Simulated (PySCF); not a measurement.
# Al²⁺: excitation energy

Al²⁺ [Ne] 3s1 (2S) → Al²⁺ [Ne] 3d1 (2D), as a difference of total energies. Calculation: PySCF 2.14, in x2c-TZVPPall with one added diffuse shell each of s, p, d type (6s6p4d1f, 51 functions); the spin-free X2C one-electron Hamiltonian (Gaussian nucleus). Correlated levels: valence and next inner shell: 1s2 frozen. The calculations carry no spin-orbit coupling.

```csv
method,excitation energy (cm⁻¹)
UHF,114340
LDA,113380
PBE,110720
PBE0,111810
r2SCAN,111330
M06,106530
TPSS,109590
wB97X-V,112900
revPBE,109260
MP2 (valence and next inner shell),115690
SCS-MP2 (valence and next inner shell),115420
```

The promoted electron is Rydberg-like, and one or two diffuse shells describe it only roughly, which tends to raise the upper state.
